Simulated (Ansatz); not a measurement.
Relaxation of CH3BClNOS (9 atoms, charge 0, multiplicity 1), to a largest force component of 0.015 eV/Å in at most 40 steps.

These are results of RKS PBE/def2-SVP (Ansatz), not measurements.

```xyz
9
Properties=species:S:1:pos:R:3:forces:R:3
N 0.381 -2.057 -0.401 -0.18 2.05 1.55
B 0.208 -0.678 0.301 0.30 -0.18 -1.33
Cl 0.593 -0.582 2.088 -0.38 0.34 -0.84
O -0.160 0.536 -0.465 0.47 -1.71 2.16
C -0.369 1.780 0.097 0.10 0.61 -0.09
S -0.867 3.058 -0.805 0.13 -0.56 0.22
H -0.214 -2.695 0.199 0.79 0.32 -0.60
H 1.391 -2.325 -0.209 -1.15 0.07 -0.15
H -0.152 1.975 1.204 -0.07 -0.93 -0.90
```

Where does it end, and by what steps?

The run converged. After 12 steps the energy has fallen by 1.421 eV; H8 moved furthest, 1.27 Å.

```
step  energy less start (eV)  largest force component (eV/Å)  accepted
   0                  0.0000                           2.160       yes
   1                 -0.3594                           1.238       yes
   2                 -0.4854                           0.939       yes
   3                 -0.6646                           0.757       yes
   4                 -0.8253                           1.336       yes
   5                 -1.0383                           1.057       yes
   6                 -1.2529                           0.755       yes
   7                 -1.3741                           0.383       yes
   8                 -1.4122                           0.305       yes
   9                 -1.4187                           0.097       yes
  10                 -1.4204                           0.100       yes
  11                 -1.4207                           0.134       yes
  12                 -1.4209                           0.009       yes
```

```xyz
9
Properties=species:S:1:pos:R:3
N 0.471 -1.900 -0.085
B 0.186 -0.673 0.520
Cl 0.061 -0.537 2.295
O 0.005 0.433 -0.318
C -0.267 1.698 0.066
S -0.469 2.928 -0.978
H 0.618 -2.759 0.441
H 0.545 -1.990 -1.099
H -0.339 1.813 1.169
```

Whether the end is a true minimum wasn't checked by a vibrational analysis.

Time of the run: 35 s on 2 threads of Arm Neoverse V2, on a shared host, peak memory 0.21 GiB.
